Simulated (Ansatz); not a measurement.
## A geometry optimisation of BFGe2H4 with B3LYP/6-31G*

The starting geometry of this gas-phase singlet was optimised with GFN2-xTB.

```xyz
8

B     0.5892   -1.2829   -0.0201
F     0.4223    1.7833   -0.8751
Ge   -0.4207    0.7164    0.7493
Ge   -0.5007    0.0196   -1.6684
H     1.3385   -0.9579    0.8654
H    -1.9437    0.8170   -0.5590
H     1.2636   -1.5373   -0.9837
H    -0.1309   -2.1755    0.2891
```

Question: Predict what it relaxes into with B3LYP/6-31G*.

Answer: New bonds form, giving a structure with F2 bridging Ge3 and Ge4, given below by its coordinates. Contacts that close: B1–Ge3 (2.37 → 2.25 Å), B1–Ge4 (2.37 → 2.24 Å), F2–Ge3 (2.12 → 1.97 Å), Ge4–H6 (1.99 → 1.72 Å).

The energy falls by 0.44 eV over 23 steps:

```tsv
step	E − E(last) (eV)
1	0.436
3	0.028
6	0.008
8	0.005
11	0.005
13	0.004
16	0.000
18	0.000
21	0.000
23	0.000
```

Final geometry (Å):

```xyz
8

B     0.4584   -1.2246   -0.1133
F     0.5150    1.4951   -0.7958
Ge   -0.3112    0.6800    0.7963
Ge   -0.6335   -0.0068   -1.6380
H     1.1492   -0.7179    0.8001
H    -1.7585    0.7353   -0.5683
H     1.3220   -1.3722   -0.9473
H    -0.1236   -2.2064    0.2639
```

Frequencies at the end are all real (lowest 153 cm⁻¹). Run with Ansatz 0.2.0, 44 s on 2 threads of Intel(R) Xeon(R) 6975P-C (Granite Rapids), on a shared host.
